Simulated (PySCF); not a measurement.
Se(SMe)(SiH3) (CH₆SSeSi), SMILES CS[Se][SiH3]. Heavy atoms are numbered as in [Se:1]([S:2][CH3:3])[SiH3:7]. Hydrogens are named by the atom that carries them.

The structure is a stationary point at B3LYP-D3(BJ)/def2-SVP. The structure was generated by enumeration, and PubChem lists no compound with its InChIKey, so it may never have been made. Other conformers were not sampled.

The numbers are results of B3LYP/pcSseg-1 run with PySCF, not measurements.

GIAO shieldings, no solvent; atoms alike by connectivity are averaged. δ = σ(ref) − σ: ⁷⁷Se against Me2Se (σ = 1647.9 ppm); ³³S against H2S (σ = 695.8 ppm); ¹³C against TMS (σ = 181.3 ppm); ¹H against TMS (σ = 31.68 ppm); ²⁹Si against TMS (σ = 338.7 ppm), references at their B3LYP-D3(BJ)/def2-TZVP geometries, non-relativistic.

```json
[
 {"nucleus": "⁷⁷Se", "atoms": "Se1", "count": "1", "δ (ppm)": "69.6"},
 {"nucleus": "³³S", "atoms": "S2", "count": "1", "δ (ppm)": "243.2"},
 {"nucleus": "¹³C", "atoms": "C3 (CH3)", "count": "1", "δ (ppm)": "30.2"},
 {"nucleus": "¹H", "atoms": "H on Si7", "count": "3", "δ (ppm)": "4.87"},
 {"nucleus": "¹H", "atoms": "H on C3", "count": "3", "δ (ppm)": "2.54"},
 {"nucleus": "²⁹Si", "atoms": "Si7 (SiH3)", "count": "1", "δ (ppm)": "-51.0"}
]
```
